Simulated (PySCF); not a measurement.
F4GeH2Si.
Atom-mapped SMILES: `[F:1][SiH2:2][Ge:3]([F:4])([F:5])[F:6]` (hydrogens: H7, H8 on Si2)

Computed, not measured: PySCF, PBE0-D3(BJ)/def2-SVP geometry optimisation, gas phase.

**Question.** Give the optimised bond lengths and angles.

**Answer.** 
| bond | length (bohr) |
| --- | --- |
| F1–Si2 | 3.061 |
| Si2–Ge3 | 4.508 |
| Ge3–F4, Ge3–F5, Ge3–F6 | 3.256 |
| Si2–H7, Si2–H8 | 2.805 |

Bonds in one row agree within 0.02 bohr and their mean is given. A selection of angles:
| angle | degrees |
| --- | --- |
| F1–Si2–Ge3 | 106.7 |
| F1–Si2–H7 | 110.0 |
| Ge3–Si2–H7 | 108.7 |
| Ge3–Si2–H8 | 108.3 |
| H7–Si2–H8 | 112.8 |
| Si2–Ge3–F4 | 115.2 |
| Si2–Ge3–F5 | 114.4 |
| Si2–Ge3–F6 | 110.6 |
| F4–Ge3–F5 | 105.2 |

Torsions: F1–Si2–Ge3–F4 -60° (synclinal).

Si2 (fluorine-bound silicon) is tetrahedral (angles from 106.7° to 112.8°). Ge3 (germanium bonded to 3 F and Si) is distorted tetrahedral (angles from 105.2° to 115.2°). All 3 F–Ge bonds measure 1.722 to 1.725 Å.

Point group: Cs (every atom within 0.08 Å of its image). PBE0-D3(BJ)/def2-SVP frequencies: not computed here.
